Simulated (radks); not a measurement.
The numbers below are computed, except where a source is named.
Isoelectronic series with 5 electrons, each ion in its NIST ground configuration. Code: a radial shooting solver on a logarithmic mesh with Libxc functionals. Model: Dirac Kohn-Sham, PBE, spin-unpolarised, spherical densities, finite nucleus; open shells fill j = l - 1/2 first; Fermi nuclear charge, rms radius of each element as measured or else 0.836 A^(1/3) + 0.57 fm. Total energies (hartree) and orbital eigenvalues (eV) (* marks an orbital that is empty in some or all of the ions):

ion,configuration,E (hartree),2p3/2*,2p1/2,2s1/2,1s1/2
B,[He] 2s2 2p1,-24.60328,-3.6047,-3.6079,-9.4419,-180.5844
N2+,[He] 2s2 2p1,-52.89395,-37.4965,-37.5263,-49.1551,-423.8433
F4+,[He] 2s2 2p1,-92.24251,-99.2330,-99.3497,-116.6926,-777.1171
Al8+,[He] 2s2 2p1,-204.19025,-304.8152,-305.5250,-334.2339,-1812.797
P10+,[He] 2s2 2p1,-276.86349,-448.5361,-449.9158,-484.3219,-2495.687
Cl12+,[He] 2s2 2p1,-360.73435,-619.5330,-621.9712,-662.1023,-3289.145
K14+,[He] 2s2 2p1,-455.86203,-817.8174,-821.8315,-867.7254,-4193.686
Sc16+,[He] 2s2 2p1,-562.31416,-1043.410,-1049.665,-1101.368,-5209.908
V18+,[He] 2s2 2p1,-680.16715,-1296.336,-1305.667,-1363.235,-6338.491
Mn20+,[He] 2s2 2p1,-809.50615,-1576.630,-1590.058,-1653.554,-7580.196
Co22+,[He] 2s2 2p1,-950.42568,-1884.329,-1903.087,-1972.582,-8935.873
Cu24+,[He] 2s2 2p1,-1103.02959,-2219.474,-2245.030,-2320.602,-10406.46
Ga26+,[He] 2s2 2p1,-1267.43163,-2582.113,-2616.191,-2697.927,-11992.97
